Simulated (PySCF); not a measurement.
## Solvent effects on NMR parameters

Geometry:
| atom | x (Å) | y (Å) | z (Å) |
| --- | --- | --- | --- |
| C1 | 2.676 | -0.965 | -1.090 |
| C2 | 1.690 | -1.132 | -0.208 |
| C3 | 1.154 | -0.051 | 0.682 |
| N4 | -0.250 | 0.226 | 0.413 |
| Si5 | -0.848 | 0.601 | -1.195 |
| C6 | -2.571 | 1.226 | -0.729 |
| C7 | -3.014 | 0.472 | 0.542 |
| Si8 | -1.490 | 0.298 | 1.645 |
| H9 | 3.019 | -1.782 | -1.731 |
| H10 | 3.179 | 0.002 | -1.202 |
| H11 | 1.189 | -2.105 | -0.126 |
| H12 | 1.773 | 0.859 | 0.563 |
| H13 | 1.268 | -0.366 | 1.735 |
| H14 | -0.900 | -0.592 | -2.101 |
| H15 | -0.003 | 1.637 | -1.872 |
| H16 | -3.302 | 1.132 | -1.548 |
| H17 | -2.478 | 2.305 | -0.515 |
| H18 | -3.356 | -0.546 | 0.285 |
| H19 | -3.858 | 0.968 | 1.049 |
| H20 | -1.317 | 1.464 | 2.576 |
| H21 | -1.495 | -0.935 | 2.497 |

GIAO PBE0/pcSseg-1 in PySCF 2.14 on one PBE0-D3(BJ)/def2-SVP conformer, non-relativistic, equivalent nuclei averaged. Solvents enter as an IEF-PCM continuum (chloroform with ε = 4.7, tetrahydrofuran with ε = 7.4) around the gas-phase geometry. Shifts are referred to TMS computed in the same medium.

Gas phase, δ in ppm: C2 149.0, C1 124.2, C3 51.4, C6/C7 7.2, Si5/Si8 -18.1, H11 6.17, H10 5.52, H9 5.35, H14/H15/H20/H21 4.75, H12/H13 3.53, H16/H17/H18/H19 1.05. Dipole moment 0.24 D.

Q: How does each δ change in the continuum?

A: 
```csv
atoms,environment,"Δδ, chloroform","Δδ, tetrahydrofuran"
C2,alkene CH,+1.5,+1.7
C1,terminal =CH2 carbon,+0.8,+0.9
C3,allylic sp3 CH2 bonded to N,+0.3,+0.3
C6/C7,sp3 CH2 bonded to Si,+0.5,+0.5
Si5/Si8,"silicon bonded to C, N, 2 H, in a 5-membered ring",0.0,0.0
H11,hydrogen on an alkene CH,+0.08,+0.09
H10,hydrogen on a terminal =CH2 carbon,+0.09,+0.10
H9,hydrogen on a terminal =CH2 carbon,+0.08,+0.09
H14/H15/H20/H21,"hydrogen on a silicon bonded to C, N, in a 5-membered ring",-0.08,-0.09
H12/H13,hydrogen on an allylic sp3 CH2 bonded to N,+0.06,+0.07
H16/H17/H18/H19,hydrogen on an sp3 CH2 bonded to Si,+0.07,+0.08
```

Changes are relative to the gas phase. The dipole moment becomes 0.34 D in chloroform, 0.36 D in tetrahydrofuran.

Q: Which nuclei move most (in ppm), and what does the model miss?

A: C2 (alkene CH, +1.7 ppm) in tetrahydrofuran. A continuum only polarises the solute; specific hydrogen bonds, the anisotropy of aromatic solvents and changes of geometry or conformer are outside it.
